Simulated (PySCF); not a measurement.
Ligands exchanged one at a time, Ge F-SH. All species are isolated molecules in the gas phase. One relaxed conformer stands for each flexible species; it need not be the lowest. Strings in code marks are SMILES.

Quantity: redistribution energy (mixed species minus the weighted end members), in kJ/mol.

Level 1: PBE-D3(BJ)/def2-TZVP (PySCF)
Level 2: B3LYP/6-311+G** (LANL2DZ on Ge) // PBE-D3(BJ)/def2-TZVP (PySCF)
Level 3: PBE/6-31G* // PBE-D3(BJ)/def2-TZVP (PySCF)
Level 4: HF/3-21G // PBE-D3(BJ)/def2-TZVP (PySCF)

| species | level 2 | level 3 | level 4 |
|---|---|---|---|
| 1 of 4 F replaced by SH: `[F][Ge]([F])([F])[SH]` | -14.87 | -13.84 | 7.07 |
| 2 of 4 F replaced by SH: `[F][Ge]([F])([SH])[SH]` (S–Ge–S–H torsion -148°, S–Ge–S–H torsion -148°) | -17.51 | -19.31 | 7.72 |
| 3 of 4 F replaced by SH: `[Ge]([SH])([SH])([F])[SH]` | -9.42 | -12.13 | 8.40 |

What does level 1 give for each, and how far do the other levels lie from it on average?


- 1 of 4 F replaced by SH: `[F][Ge]([F])([F])[SH]`: -9.20
- 2 of 4 F replaced by SH: `[F][Ge]([F])([SH])[SH]` (S–Ge–S–H torsion -148°, S–Ge–S–H torsion -148°): -9.64
- 3 of 4 F replaced by SH: `[Ge]([SH])([SH])([F])[SH]`: -4.77
Mean absolute difference from level 1, which has limits of its own, over these rows (drawn at random from the members that have all these levels): level 2 6.06 kJ/mol, level 3 7.23 kJ/mol, level 4 15.60 kJ/mol.
